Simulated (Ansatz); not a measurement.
`S[SiH2][O][GeH3]` + `[SiH3]S` → `[SiH3]S[SiH2]S` + `[OH][GeH3]`  (ligand exchange at the Si–O bond)

Isolated molecules relaxed with PBE0-D4/def2-TZVP in Ansatz; ΔE leaves out vibrations. CCSD(T)/CBS is the MP2 limit (def2-TZVPP, def2-QZVPP) plus CCSD(T) − MP2 in def2-TZVPP, frozen cores. Functionals use def2-TZVPP. B3LYP here is the variant with VWN-RPA as its local correlation; programs differ in this. For Ge outer-core shells are correlated without core-valence functions, which leaves a few kJ/mol of doubt a bond. Scalar relativity is left out up to krypton. One conformer a species, not always the lowest.

```csv
level,ΔE (kJ/mol)
PBE-D4,36.0
B3LYP-D4,53.5
```

What does CCSD(T)/CBS give? (An estimate is asked.)

Computed: +51.3 kJ/mol. The listed levels differ from it by -15.3, 2.2 kJ/mol.

Largest T1 diagnostic among the species: 0.012.

In def2-TZVPP, CCSD(T) changes the Hartree–Fock value by −20.6 kJ/mol (the triples alone add −4.2 kJ/mol) and MP2 by −25.6 kJ/mol. The D4 term adds −5.7 kJ/mol with B3LYP and −3.0 kJ/mol with PBE0; it sums over pairs of atoms, weighted by their polarisabilities, and B3LYP, whose exchange is more repulsive, gets the larger term. From PBE to PBE0 (25 % exact exchange), in def2-TZVPP and without D4, ΔE moves by +4.2 kJ/mol.

CCSD(T)/CBS has its own doubt, a few kJ/mol and more with outer-core shells, so smaller differences from it don't rank the levels.
